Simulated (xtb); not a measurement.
H6N3OTa, SMILES [NH2][Ta]([NH2])([NH2])=[O], multiplicity 1. All values are semi-empirical tight-binding results from xtb (GFN2-xTB unless named), good for trends rather than for accurate numbers. Geometry: GFN2-xTB. The spin state was assumed, not searched. The structure was generated by enumeration; whether it is a known compound was not checked. One conformer was computed; it need not be the lowest.

Optimised geometry:

```xyz
11

Ta     0.0000     0.0000    -0.0299
O      0.0000     0.0000    -1.7507
N     -1.3803     1.3074     0.5618
H     -1.6390     1.5440     1.5146
H     -1.9641     1.8648    -0.0518
N      1.8224     0.5417     0.5618
H      2.5970     0.7685    -0.0518
H      2.1566     0.6474     1.5146
N     -0.4421    -1.8491     0.5618
H     -0.6330    -2.6334    -0.0518
H     -0.5176    -2.1914     1.5146
```
Charge 0, spin multiplicity 1.

For metal compounds this method's bond lengths and energies can be far off.

The point group as xtb finds it is C3v and the orbital gap is 3.76 eV. The zero-point energy is 45.2 kcal/mol and the G − E(el) at 298.15 K (modified RRHO) is 24.1 kcal/mol.

Computed atomic charges and the Wiberg bond orders between heavy atoms:
charges (e) Ta1 0.91, O2 -0.53, N3 -0.47, H4 0.16, H5 0.18, N6 -0.47, H7 0.18, H8 0.16, N9 -0.47, H10 0.18, H11 0.16. Bond orders Ta1–O2 2.16, Ta1–N3 1.10, Ta1–N6 1.10, Ta1–N9 1.10.
